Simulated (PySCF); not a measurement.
From one molecule to another.

First species: C5H11NSi.
Atom-mapped SMILES: `[CH2:1]=[CH:2][C@@H:3]1[CH2:4][CH2:5][NH:6][SiH2:7]1` (hydrogens: H8, H9 on C1; H10 on C2; H11 on C3; H12, H13 on C4; H14, H15 on C5; H16 on N6; H17, H18 on Si7)

Structure used (GFN2-xTB), in Å, numbered top down from 1:
```xyz
18
C5H11NSi angstrom
C      2.837   -0.488    0.247
C      1.716   -0.524   -0.452
C      0.389   -0.088    0.042
C     -0.736   -1.059   -0.327
C     -2.062   -0.312   -0.228
N     -1.835    0.988   -0.829
Si    -0.224    1.564   -0.715
H      3.784   -0.788   -0.169
H      2.853   -0.151    1.271
H      1.735   -0.867   -1.480
H      0.431    0.019    1.130
H     -0.735   -1.942    0.315
H     -0.596   -1.385   -1.359
H     -2.855   -0.841   -0.767
H     -2.371   -0.220    0.823
H     -2.656    1.559   -0.930
H      0.304    1.857   -2.049
H      0.011    2.685    0.202
```

Second species: C₄H₆FOP.
SMILES: `CC(=O)/P=C(\C)F`

Levels: B3LYP/def2-SVPD for HOMO energy, LUMO energy, HOMO–LUMO gap and static isotropic polarisability; TDDFT B3LYP/def2-SVPD for lowest singlet excitation; TDA B3LYP/def2-SVPD for lowest triplet excitation (Tamm–Dancoff). Geometries: GFN2-xTB. Each structure is a single optimised conformer of the isolated species, non-relativistic unless stated. Electronic properties by PySCF.

Dipoles, sizes and rotational constants follow the conformer. The torsions of the flexible species, by atom-mapped SMILES:
- `[CH3:1][C:2](=[O:3])/[P:4]=[C:5](\[CH3:6])[F:7]`: C1–C2–P4–C5 -176°

The conformers of `C=C[C@@H]1CCN[SiH2]1` aren't listed.

| property | column X | column Y |
| --- | --- | --- |
| HOMO energy | -6.40 eV | -6.76 eV |
| LUMO energy | 0.14 eV | -2.44 eV |
| HOMO–LUMO gap | 6.54 eV | 4.32 eV |
| lowest singlet excitation | 5.53 eV | 3.00 eV |
| lowest triplet excitation (Tamm–Dancoff) | 4.37 eV | 2.48 eV |
| static isotropic polarisability | 93.2 au | 81.7 au |

Q: Which column belongs to which species?

A: Column X is the first species and column Y the second. The first has 18 atoms and 62 electrons, the second 13 and 62.

Q: How does each property change from the first species to the second?

A: HOMO energy -0.36 eV; LUMO energy -2.58 eV; HOMO–LUMO gap -2.22 eV; lowest singlet excitation -2.53 eV; lowest triplet excitation (Tamm–Dancoff) -1.89 eV; static isotropic polarisability -11.5 au.

On the first: The 8 singlets span 5.53 to 6.77 eV, and their oscillator strengths add up to 0.38. The vertical singlet–triplet gap S1 − T1 is 1.16 eV (TDDFT singlet less Tamm–Dancoff triplet; S1: HOMO→LUMO, weight 0.53, beside HOMO→LUMO+1, weight 0.43; T1: HOMO−1→LUMO, weight 0.52, beside HOMO−1→LUMO+1, weight 0.30).

On the second: The 8 singlets span 3.00 to 6.58 eV, and their oscillator strengths add up to 0.33. S1 lies 1.32 eV below the HOMO–LUMO gap; its leading configuration is HOMO→LUMO, weight 0.97.
